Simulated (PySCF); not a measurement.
C3H5BO2, SMILES OB1C=COC1.

Geometry: B3LYP-D3(BJ)/def2-SVP. This is a generated structure with no PubChem entry under its InChIKey; it may be hypothetical. Other conformers were not sampled.

Computed with PySCF with B3LYP-D3(BJ)/def2-SVP.

Frequencies are harmonic and unscaled.

| mode | ν (cm⁻¹) | IR (km/mol) | Raman (Å⁴/amu) | depolarisation | moving atoms (share of kinetic energy) |
|---|---|---|---|---|---|
| 1 | 171 | 0.0 | 0.4 | 0.75 | C 35 %, O 33 %, H 29 % |
| 2 | 334 | 6.6 | 2.0 | 0.75 | H 48 %, B 23 %, C 16 %, O 14 % |
| 3 | 350 | 10.6 | 1.6 | 0.55 | O 37 %, C 30 %, H 22 %, B 11 % |
| 4 | 490 | 93.1 | 1.2 | 0.75 | H 53 %, C 19 %, O 19 %, B 8 % |
| 5 | 557 | 1.7 | 5.6 | 0.25 | O 61 %, C 20 %, B 13 % |
| 6 | 561 | 32.3 | 3.0 | 0.75 | H 65 %, C 19 %, B 10 % |
| 7 | 795 | 12.6 | 3.5 | 0.75 | H 81 %, C 16 % |
| 8 | 796 | 3.2 | 7.3 | 0.28 | C 64 %, H 25 % |
| 9 | 803 | 5.4 | 2.3 | 0.27 | C 51 %, O 32 %, H 10 % |
| 10 | 841 | 33.2 | 0.7 | 0.75 | H 35 %, B 35 %, C 27 % |
| 11 | 942 | 4.1 | 1.5 | 0.25 | C 45 %, H 32 %, O 19 % |
| 12 | 970 | 177.7 | 7.5 | 0.39 | H 50 %, C 25 %, O 19 % |
| 13 | 992 | 0.2 | 1.9 | 0.75 | H 69 %, C 31 % |
| 14 | 1037 | 30.1 | 10.8 | 0.47 | H 57 %, C 22 %, O 21 % |
| 15 | 1143 | 17.1 | 4.1 | 0.65 | H 59 %, B 16 %, C 16 %, O 10 % |
| 16 | 1199 | 4.1 | 6.6 | 0.75 | H 90 % |
| 17 | 1252 | 140.8 | 2.9 | 0.62 | H 46 %, B 19 %, C 17 %, O 17 % |
| 18 | 1283 | 7.2 | 6.7 | 0.50 | H 48 %, C 26 %, O 15 %, B 11 % |
| 19 | 1348 | 32.7 | 4.0 | 0.13 | H 39 %, C 35 %, B 18 %, O 8 % |
| 20 | 1427 | 18.2 | 11.9 | 0.73 | H 86 %, C 9 % |
| 21 | 1487 | 389.2 | 3.9 | 0.41 | B 58 %, C 19 %, O 13 %, H 10 % |
| 22 | 1602 | 161.1 | 23.9 | 0.08 | C 83 %, H 14 % |
| 23 | 3039 | 12.3 | 138.5 | 0.11 | H 95 % |
| 24 | 3085 | 11.8 | 93.2 | 0.75 | H 90 %, C 10 % |
| 25 | 3182 | 13.6 | 123.7 | 0.40 | H 91 %, C 9 % |
| 26 | 3233 | 1.3 | 125.9 | 0.23 | H 91 %, C 9 % |
| 27 | 3857 | 74.6 | 111.7 | 0.28 | H 94 % |
